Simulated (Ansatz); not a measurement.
Mulliken charges of `[CH2]1O[CH2][AlH]1` from PBE/def2-TZVPP in Ansatz (PBE0-D4/def2-TZVP geometry).

```csv
atom,x (Å),y (Å),z (Å),charge (e)
C1,-0.300,0.980,-0.667,-0.142
O2,0.807,0.074,-0.848,-0.237
C3,0.782,-0.945,0.173,-0.142
Al4,-0.832,-0.088,0.893,0.294
H5,-0.935,0.986,-1.562,0.078
H6,0.068,2.003,-0.522,0.078
H7,1.712,-0.922,0.754,0.078
H8,0.708,-1.939,-0.286,0.078
H9,-1.921,-0.195,2.049,-0.085
```

**Question.** By hand: the dipole of these point charges (1 e Å = 4.8032 D).

**Answer.** Σ q r = (-0.220, -0.022, 0.233) e Å, of length 0.321 e Å = 1.54 D.

**Question.** How does the dipole of the full density compare? (Best estimate.)

**Answer.** The calculation gave: (-0.225, -0.022, 0.239) e Å, 1.58 D; the point charges give 0.97 times that, at 0° from its direction.

Point charges leave out the atoms' own dipoles, such as those of lone pairs, and Mulliken's split depends on the basis, so the close match here is no proof of good charges.
